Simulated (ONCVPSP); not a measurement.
**Transferability test, ONCV potential for Tc**

```json
{
 "Element": "Tc (Z = 43)",
 "Generator": "ONCVPSP 4.0.1",
 "Type": "optimised norm-conserving Vanderbilt (ONCV)",
 "Functional": "PBEsol",
 "Relativity": "fully relativistic",
 "Frozen core": "[Ar] 3d10",
 "Valence charge": "15",
 "Reference configuration": "4s2 4p6 4d5.5 5s1.5",
 "Partial waves": "4s+5s: rc 1.35 bohr, ncon 3, nbas 6, qcut 6.8 1/bohr, 2 projectors; 4p: rc 1.55 bohr, ncon 4, nbas 8, qcut 10.6 1/bohr, 2 projectors, debl 2.1 Ha; 4d: rc 2.20 bohr, ncon 3, nbas 8, qcut 7.7 1/bohr, 1 projector",
 "Local potential": "polynomial inside 1.15 bohr (lpopt 5, dvloc0 3 Ha)",
 "Core correction": "polynomial model core, fcfact 0.6"
}
```

Open shells are filled in proportion to 2j + 1.

Energies are relative to the spin-unpolarised reference configuration 4s2 4p6 4d5.5 5s1.5; without spin polarisation the order of configurations can differ from experiment.

Give the all-electron excitation energy and the error of the potential for: 4s2 4p6 4d5 5s2; 4s2 4p6 4d5 5s1; 4s2 4p6 4d5 5s0; 4s2 4p6 4d5 5s1 5p1.

```json
{"valence configuration": "4s2 4p6 4d5 5s2", "charge": "0", "ΔE all-electron (eV)": "0.620", "error AE − PS (meV)": "+0.5"}
{"valence configuration": "4s2 4p6 4d5 5s1", "charge": "+1", "ΔE all-electron (eV)": "8.817", "error AE − PS (meV)": "0.0"}
{"valence configuration": "4s2 4p6 4d5 5s0", "charge": "+2", "ΔE all-electron (eV)": "23.658", "error AE − PS (meV)": "-1.7"}
{"valence configuration": "4s2 4p6 4d5 5s1 5p1", "charge": "0", "ΔE all-electron (eV)": "4.418", "error AE − PS (meV)": "+0.3"}
```

Levels in the configuration 4s2 4p6 4d5 5s1 5p1:

```
   level  all-electron (eV)  pseudo (eV)
4s j=1/2            -74.743      -74.735
4p j=3/2            -45.814      -45.812
4p j=1/2            -48.776      -48.773
4d j=5/2             -7.920       -7.918
4d j=3/2             -8.212       -8.209
5s j=1/2             -5.999       -6.000
5p j=3/2             -2.053       -2.053
5p j=1/2             -2.210       -2.210
```
